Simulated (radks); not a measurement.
The numbers below are computed, except where a source is named.
All-electron atom: Hf3+ in [Xe] 4f14 5d1. Code: a radial shooting solver on a logarithmic mesh with Libxc functionals. Model: Dirac Kohn-Sham, PBE, spin-unpolarised, spherical densities, point nucleus; open shells fill j = l - 1/2 first.

Spin-orbit splittings of the eigenvalues, e(l+1/2) - e(l-1/2), with zeta = 2 splitting/(2l+1) and mean radii in bohr:

| shell | occ. | splitting (eV) | zeta (eV) | <r> j=l-1/2 | <r> j=l+1/2 |
|---|---|---|---|---|---|
| 2p | 6 | 1192 | 794.6 | 0.06612 | 0.07385 |
| 3p | 6 | 255.5 | 170.3 | 0.1981 | 0.2124 |
| 3d | 10 | 55.71 | 22.28 | 0.1863 | 0.1908 |
| 4p | 6 | 58.44 | 38.96 | 0.4746 | 0.5075 |
| 4d | 10 | 10.70 | 4.280 | 0.5286 | 0.5401 |
| 4f | 14 | 1.748 | 0.4995 | 0.6673 | 0.6794 |
| 5p | 6 | 7.948 | 5.299 | 1.254 | 1.354 |
| 5d | 1 | 0.6934 | 0.2774 | 1.915 | 1.962 |
| 6p | 0 | 1.213 | 0.8085 | 3.220 | 3.403 |
